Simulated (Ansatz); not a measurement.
Basis sets compared for trans-Ti(H2O)2F4 (TiO2F4H4). The state is a singlet with charge 0. Geometry r2SCAN-D4/def2-SVP. Ansatz on 4 threads of Arm Neoverse V1 on a shared host; times are rough, and most runs start from earlier orbitals.

```tsv
atom	x (Å)	y (Å)	z (Å)
F1	-0.6687	1.0286	1.1453
F2	0.2747	-0.4971	-1.8283
F3	1.6467	0.2245	0.2757
F4	-1.5317	-1.1404	-0.0311
O5	-0.5871	1.6868	-1.1939
O6	0.5239	-1.7671	1.1080
Ti7	-0.0759	-0.1043	-0.1187
H8	-0.0868	1.7979	-2.0156
H9	-0.5206	2.4865	-0.6519
H10	-0.2135	-2.1709	1.5887
H11	1.2390	-1.5444	1.7218
```

No other spin state of charge 0 was run. Another isomer (singlet) lies 0.39 eV lower at PBE0-D4/def2-TZVP; other spin states weren't run for this one.

Binding counts from free atoms (F doublet, O triplet, Ti triplet, H doublet) in the same basis, without a counterpoise term.

```tsv
level	functions	energy (Eh)	HOMO (eV)	LUMO (eV)	binding per atom (eV)	wall time
PBE-D4/def2-SVP	135	-1400.7281	-7.64	-2.40	4.34	1.6 s
PBE0-D4/def2-SVP	135	-1400.7221	-9.85	-1.81	4.06	2.4 s
```

(1) Estimate the rows for PBE-D4/def2-TZVP (with forces), PBE0-D4/def2-TZVP.

## Answers

(1) 
```json
{"level": "PBE-D4/def2-TZVP (with forces)", "functions": "255", "energy (Eh)": "-1401.5304", "HOMO (eV)": "-8.19", "LUMO (eV)": "-2.80", "binding per atom (eV)": "–", "wall time": "4 s"}
{"level": "PBE0-D4/def2-TZVP", "functions": "255", "energy (Eh)": "-1401.5206", "HOMO (eV)": "-10.24", "LUMO (eV)": "-1.94", "binding per atom (eV)": "4.04", "wall time": "6.5 s"}
```
